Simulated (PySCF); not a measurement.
`C=N[C@H](CCC#N)OC`, C₆H₁₀N₂O

Geometry:
| atom | x (Å) | y (Å) | z (Å) |
| --- | --- | --- | --- |
| C1 | -1.977 | 1.785 | -0.084 |
| N2 | -0.969 | 1.495 | 0.600 |
| C3 | -0.164 | 0.345 | 0.309 |
| C4 | 1.161 | 0.845 | -0.288 |
| C5 | 2.147 | -0.308 | -0.496 |
| C6 | 2.467 | -0.960 | 0.747 |
| N7 | 2.709 | -1.480 | 1.737 |
| O8 | -0.723 | -0.594 | -0.587 |
| C9 | -1.607 | -1.509 | 0.017 |
| H10 | -2.528 | 2.675 | 0.184 |
| H11 | -2.342 | 1.204 | -0.933 |
| H12 | 0.040 | -0.137 | 1.280 |
| H13 | 0.944 | 1.309 | -1.251 |
| H14 | 1.574 | 1.597 | 0.385 |
| H15 | 1.699 | -1.048 | -1.165 |
| H16 | 3.071 | 0.064 | -0.945 |
| H17 | -1.094 | -2.096 | 0.788 |
| H18 | -2.468 | -1.007 | 0.472 |
| H19 | -1.950 | -2.171 | -0.777 |

Level of theory: GIAO BHandHLYP/pcSseg-1 magnetisability, rotational g tensor and spin-rotation constants, non-relativistic, gas phase in PySCF. Geometry: GFN2-xTB.

(1) What are the magnetisability and the molar susceptibility?

(2) Split it along the inertial axes a, b, c into diamagnetic and paramagnetic parts about the centre of mass, with the quadrupole moment.

(3) And the rotational g tensor?

## Answers

(1) Isotropic -1281 × 10⁻³⁰ J/T², or -77.1 × 10⁻⁶ cm³/mol; principal values -1486, -1202, -1154 × 10⁻³⁰ J/T², anisotropy 311 × 10⁻³⁰ J/T² (root of half the summed squared differences of the principal values). The susceptibility is in cgs units.

(2) 
```
axis  χ (10⁻⁶ cm³/mol)  diamagnetic (10⁻⁶ cm³/mol)  paramagnetic (10⁻⁶ cm³/mol)  summed x² of all electrons (Å²)  quadrupole Θ (D Å)
   a             -70.2                      -581.1                        510.9                            247.2               -4.55
   b             -81.2                     -1240.9                       1159.7                             91.7               +7.11
   c             -79.9                     -1437.8                       1357.8                             45.3               -2.56
```
Anisotropies 2χaa − χbb − χcc = +20.7 and 2χbb − χaa − χcc = -12.3 × 10⁻⁶ cm³/mol. Θ is traceless in Buckingham's convention.

(3) 
```tsv
axis	rotational constant (GHz)	g	nuclear part	electronic part
a	2.6565	-0.0334	0.6043	-0.6376
b	1.0313	-0.0110	0.5509	-0.5619
c	0.8894	-0.0076	0.5597	-0.5674
```
Asymmetric top; isotopes 12C, 1H, 14N, 16O; no vibrational averaging.
